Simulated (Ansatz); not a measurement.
C$_{4}$H$_{9}$B, SMILES `BC=C(C)C` at its PBE0-D4/def2-TZVP geometry, where that method's forces vanish. Charge 0, multiplicity 1.

```xyz
14

B    -0.0710   -2.2057    0.5636
C    -0.4830   -0.7540    0.7628
C    -0.0758    0.3078    0.0276
C     0.8663    0.2229   -1.1255
C    -0.5566    1.6890    0.3284
H    -0.5058   -3.0551    1.2886
H     0.6832   -2.5465   -0.3026
H    -1.1741   -0.5154    1.5712
H     1.7435    0.8512   -0.9376
H     0.3907    0.6250   -2.0263
H     1.1961   -0.7934   -1.3238
H    -1.0635    2.1151   -0.5442
H     0.2902    2.3504    0.5413
H    -1.2402    1.7087    1.1766
```

Problem. What forces (eV/Å) does B3LYP-D4/def2-TZVPP give on these atoms in Ansatz? (An estimate is asked.)

Solution. Computed: 
```
B1   0.018 -0.145  0.005
C2  -0.053 -0.074  0.083
C3  -0.033 -0.060  0.056
C4   0.135 -0.028 -0.164
C5  -0.069  0.191  0.043
H6   0.048  0.084 -0.076
H7  -0.090  0.032  0.107
H8   0.044 -0.030 -0.048
H9  -0.029 -0.032 -0.021
H10  0.032 -0.023  0.028
H11 -0.006  0.086 -0.009
H12  0.014 -0.005  0.046
H13 -0.045 -0.016 -0.002
H14  0.034  0.018 -0.047
```

B3LYP here is the variant with VWN-RPA as its local correlation; programs differ in this.
